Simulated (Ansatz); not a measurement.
Cost and result for the atomization energy of C3H2F3N (`N#CCC(F)(F)F`) (9 atoms, 8 bonds).

```csv
atom,x (Å),y (Å),z (Å)
N1,-1.791,1.836,0.635
C2,-0.884,1.135,0.583
C3,0.270,0.257,0.533
C4,0.224,-0.706,-0.641
F5,0.199,-0.060,-1.805
F6,1.314,-1.479,-0.622
F7,-0.843,-1.499,-0.584
H8,1.184,0.850,0.448
H9,0.328,-0.332,1.451
```

Total charge 0; spin multiplicity 1. The geometry is a stationary point of PBE0-D4/def2-TZVP. Program: Ansatz. Hardware: A = 2 threads of an AMD EPYC 7R13 on a shared host; B = 2 threads of an AMD EPYC 7R13 on a shared host and a share of an NVIDIA H100 80 GB. Times are those of one run each, without the atoms' runs, and a repeat can differ threefold. Electronic energies, without spin–orbit coupling; frozen cores. CCSD(T)/CBS adds CCSD(T) − MP2 in def2-TZVPP to the MP2 limit, and its time is that of the two runs behind it. T1 = 0.012. HSE06 is the plane-wave form, built on full-range PBE exchange.

CCSD(T)/CBS is a level of theory with its own doubt, some kJ/mol a heavy atom from the limit and from the frozen cores, so smaller differences don't rank the functionals.

```tsv
level	functions	wall time	atomization (kJ/mol)	difference from CCSD(T)/CBS	per bond
LDA (SPW92)/def2-TZVPP [A]	245	1.5 s	4767.8	801.5	100.2
BLYP-D4/def2-TZVPP [A]	245	2.7 s	4017.7	51.4	6.4
PBE-D4/def2-TZVPP (with forces) [A]	245	3 s	4173.6	207.3	25.9
HSE06-D4/def2-TZVPP [A]	245	4.1 s	4017.1	50.8	6.4
CAM-B3LYP-D4/def2-TZVPP [A]	245	4.4 s	4001.0	34.7	4.3
r2SCANh-D4/def2-TZVPP [A]	245	7 s	3939.4	-26.9	-3.4
MP2/def2-QZVPP [B]	459	7 s	4095.0	128.7	16.1
CCSD(T)/def2-TZVPP [B]	245	7.5 s	3853.7	-112.6	-14.1
PBE-QIDH/def2-TZVPP [A]	245	8 s	3957.5	-8.8	-1.1
ωB97X-V/def2-TZVPP [A]	245	9 s	3990.9	24.6	3.1
ωB97M-V/def2-TZVPP (with forces) [A]	245	12 s	3997.2	30.9	3.9
CCSD(T)/def2-SVP [A]	108	13 s	3790.4	-175.9	-22.0
CCSD(T)/CBS(def2)	–	15 s	3966.3	0.0	0.0
```

Leaving LDA and LC-ωPBE aside and taking each functional with its dispersion term where it has one, the values, not all of them listed here, spread over 422.0 kJ/mol, from BHLYP-D4 to PBE-D4. LDA lies +610.6 kJ/mol from PBE without D4, its usual overbinding. From r2SCAN to r2SCAN0 (25 % exact exchange), in def2-TZVPP and without D4, the atomization energy moves by −126.7 kJ/mol: exact exchange takes away binding that semilocal exchange gives to molecules. In def2-TZVPP, CCSD(T) changes the Hartree–Fock value by +1165.3 kJ/mol (the triples alone add +92.9 kJ/mol) and MP2 by +1340.3 kJ/mol; breaking electron pairs costs correlation energy, which Hartree–Fock lacks.
